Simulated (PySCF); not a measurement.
Species: C2H8BOP.
Structure used (GFN2-xTB), in Å, numbered top down from 1:
```xyz
13
C2H8BOP angstrom
C     -2.0787   -0.4724   -0.4133
C     -0.6721   -0.4111    0.1630
O     -0.1384    0.8856   -0.0149
B      1.1359    1.1729   -0.1837
P      2.5344   -0.1560   -0.2598
H     -2.0576   -0.2463   -1.4763
H     -2.7151    0.2555    0.0834
H     -2.4927   -1.4665   -0.2691
H     -0.0217   -1.1514   -0.3252
H     -0.6946   -0.6262    1.2389
H      1.3835    2.3067   -0.3553
H      3.5396    0.6451    0.2415
H      2.2732   -0.7354    0.9693
```

Closed-shell single points with PySCF (density fitting; grid level 2 and gas phase unless stated) on one GFN2-xTB geometry.

Problem. Rank these settings by the HOMO–LUMO gap, lowest first.
A. WP04/3-21G, IEF-PCM chloroform, fitting basis def2-qzvpp-jkfit
B. PBE0/def2-SVPD
C. PBE0/6-31G
D. BLYP/pcSseg-1, grid level 1, level shift 0.2 Eh
E. BHandHLYP/6-311G**, grid level 1, fitting basis def2-qzvpp-jkfit

Solution. D (4.72 eV), A (6.24 eV), B (6.73 eV), C (6.94 eV), E (8.94 eV).

Problem. Rank these settings by the number of (spherical) basis functions, lowest first.
A. PBE0/def2-SVPD
B. WP04/3-21G, IEF-PCM chloroform, fitting basis def2-qzvpp-jkfit
C. BHandHLYP/6-311G**, grid level 1, fitting basis def2-qzvpp-jkfit
D. BLYP/pcSseg-1, grid level 1, level shift 0.2 Eh

Solution. B (65), D (132), C (146), A (171).

All figures of these runs:

```csv
settings,basis functions,SCF cycles,E (Eh),HOMO (eV),LUMO (eV),dipole (D)
"WP04/3-21G, IEF-PCM chloroform, fitting basis def2-qzvpp-jkfit",65,9,-527.6775,-8.15,-1.91,2.44
PBE0/def2-SVPD,171,12,-521.9095,-7.13,-0.40,1.72
"BHandHLYP/6-311G**, grid level 1, fitting basis def2-qzvpp-jkfit",146,10,-522.4305,-8.14,0.80,1.74
"BLYP/pcSseg-1, grid level 1, level shift 0.2 Eh",132,11,-522.3690,-5.79,-1.07,1.88
PBE0/6-31G,65,12,-522.0232,-6.96,-0.02,2.02
```

Cycle counts include a coarse-grid stage where the run had one. All basis functions are spherical, in the Pople sets too. WP04 was designed for NMR shieldings or shifts; total energies of different functionals aren't comparable. One conformer (not necessarily the lowest) at the GFN2-xTB geometry, without vibrations or thermal averaging.
